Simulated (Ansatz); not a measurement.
`[SiH3]C#C[SiH2]Cl` + `[OH][GeH3]` → `[SiH3]C#C[O][GeH3]` + `[SiH3]Cl`  (substitution at a C–Si bond)

Program: Ansatz. Geometries: PBE0-D4/def2-TZVP. ΔE: electronic, gas phase. CCSD(T)/CBS adds triple-zeta CCSD(T) − MP2 to the extrapolated MP2 energy (def2 sets, frozen cores). This one scheme is used for every species. DFT in def2-TZVPP. For Ge outer-core shells are correlated without core-valence functions, which leaves a few kJ/mol of doubt a bond. Scalar relativity is left out up to krypton.

CCSD(T)/CBS gives +107.9 kJ/mol.

(1) Another level gave +92.4 kJ/mol. Which?
A. SCS-MP2/def2-TZVPP
B. B2PLYP/def2-TZVPP
C. PBE/def2-TZVPP
D. HF/def2-TZVPP

Largest T1 diagnostic among the species: 0.013.

Results:

(1) D. HF/def2-TZVPP 92.4, PBE 84.5, SCS-MP2/def2-TZVPP 105.7, B2PLYP 97.2 kJ/mol.

In def2-TZVPP, CCSD(T) changes the Hartree–Fock value by +10.4 kJ/mol (the triples alone add +0.1 kJ/mol) and MP2 by +15.3 kJ/mol.
